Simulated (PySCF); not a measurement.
C6H14AlO2, doublet, geometry from GFN2-xTB (such geometries of metal compounds can be far from the true shape) (the spin is typed, not shown lowest).

The PySCF input:
```python
from pyscf import gto, scf

mol = gto.M(
    atom='''
Al   -0.06489000    0.07302100   -0.02164304
O    -0.74167654   -0.06797055    1.48959386
C    -1.34465538   -0.24542795    2.74564705
C    -0.78590050   -1.50056456    3.41016958
C    -2.85912552   -0.33458999    2.58033630
H    -1.09825445    0.63133145    3.36187800
H    -1.01834050   -2.37111511    2.80068553
H    -1.21833972   -1.62994522    4.39941019
H     0.29471361   -1.42029144    3.50172023
H    -3.23045922    0.56210354    2.08971305
H    -3.10940379   -1.19546240    1.96417409
H    -3.34096176   -0.43557428    3.54988716
O     0.65408158    0.53404850   -1.44728820
C     1.31114141    0.86830031   -2.64279541
C     1.03030390   -0.19881636   -3.69715278
C     2.80849146    1.01122591   -2.38542695
H     0.90903608    1.83231394   -2.98664233
H     1.41972441   -1.15698343   -3.36006985
H     1.50101617    0.06744395   -4.64045946
H    -0.04219118   -0.29480770   -3.84904116
H     2.98151368    1.76371456   -1.61958686
H     3.21151133    0.06291010   -2.03652311
H     3.32323263    1.30570156   -3.29689835
''',
    basis='sto-3g',
    spin=1,
    verbose=4,
)

mf = scf.UHF(mol)
mf.kernel()
```

**Question.** What is the computed nuclear repulsion energy (HF/STO-3G in PySCF)?

**Answer.** 508.1525 Eh

**Question.** What is the computed dipole moment (HF/STO-3G)?

**Answer.** 0.38 D

**Question.** What is the computed Mulliken (on the basis functions themselves) charges in atom order (HF/STO-3G)?

**Answer.** Al1 0.92, O2 -0.54, C3 0.11, C4 -0.19, C5 -0.19, H6 0.03, H7 0.05, H8 0.05, H9 0.05, H10 0.05, H11 0.05, H12 0.05, O13 -0.54, C14 0.11, C15 -0.19, C16 -0.19, H17 0.03, H18 0.05, H19 0.05, H20 0.05, H21 0.05, H22 0.05, H23 0.05

**Question.** Give the total energy at the level HF/STO-3G.

**Answer.** -619.244758 Ha

These values belong to the state on which the SCF converged, which isn't shown to be the lowest.
